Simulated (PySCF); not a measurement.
# HIn(OH), doublet: data card

Level of theory: UPBE0/[In def2-TZVP with ECP28, H def2-TZVP, O def2-TZVP], scalar-relativistic core potentials, density fitting, no spin–orbit coupling, PySCF.

The structure is a minimum.

Z-matrix (Å, degrees; charge 0 multiplicity 2):
```
In
H  1 1.7671
O  1 2.0037 2 113.74
H  3 0.9599 1 114.96 2 180.00
```

* Point group: Cs
* Bond lengths: In–H 1.767 Å, In–O 2.004 Å, O–H 0.960 Å
* Bond angles: H–In–O 113.7°, H–O–In 115.0°
* Entropy at 298.15 K and 1 bar (electronic part: spin only): 275.7 J/(mol K)
* Rotational constants: 5.281, 0.271, 0.2578 cm⁻¹
* Atomisation energy without zero-point energy: 932 kJ/mol
* Zero-point energy: 45.0 kJ/mol
* Enthalpy at 298.15 K above 0 K: 12.41 kJ/mol
* Heat capacity Cp at 298.15 K: 54.1 J/(mol K)
* Spin squared ⟨S²⟩: 0.756
* Dipole moment: 2.07 D
* Principal quadrupole moments (Buckingham, traceless) about the centre of mass: -6.33, 2.48, 3.85 D Å
* Principal polarisabilities: 39.9, 44.0, 56.3 bohr³
* Rotational symmetry number: 1
* Lowest empty level (β): -2.97 eV
* Highest occupied level (α): -5.87 eV

Harmonic modes (masses in u: In 114.904, H 1.008, O 15.995):
```json
{"symmetry": "a''", "ω (cm⁻¹)": "350", "IR (km/mol)": "52.6"}
{"symmetry": "a'", "ω (cm⁻¹)": "404", "IR (km/mol)": "33.9"}
{"symmetry": "a'", "ω (cm⁻¹)": "564", "IR (km/mol)": "90.7"}
{"symmetry": "a'", "ω (cm⁻¹)": "732", "IR (km/mol)": "112"}
{"symmetry": "a'", "ω (cm⁻¹)": "1584", "IR (km/mol)": "205"}
{"symmetry": "a'", "ω (cm⁻¹)": "3896", "IR (km/mol)": "56.2"}
```

Charges (e):
```
atom  Mulliken  Löwdin  polar tensor  spin (Mulliken)  Mayer order to In1
 In1      0.45    0.27          0.76             0.63                   –
  H2     -0.08   -0.07         -0.24             0.27                0.86
  O3     -0.67   -0.34         -0.77             0.11                0.96
  H4      0.31    0.14          0.24             0.00                0.02
```
Other Mayer orders above 0.3: O–H 0.90.

Mulliken populations on In1 (electrons outside its core potential): s 3.46, p 6.97, d 10.09, f 0.04.

Only a few start shapes were tried, so a lower isomer may exist. No spin–orbit coupling is included, which matters more the heavier the element.

The final relaxation and frequency run took 40 s on 4 threads of a shared Arm Neoverse V1 host, with 93 basis functions and 19 gradients; the process peaked at 1.1 GiB.
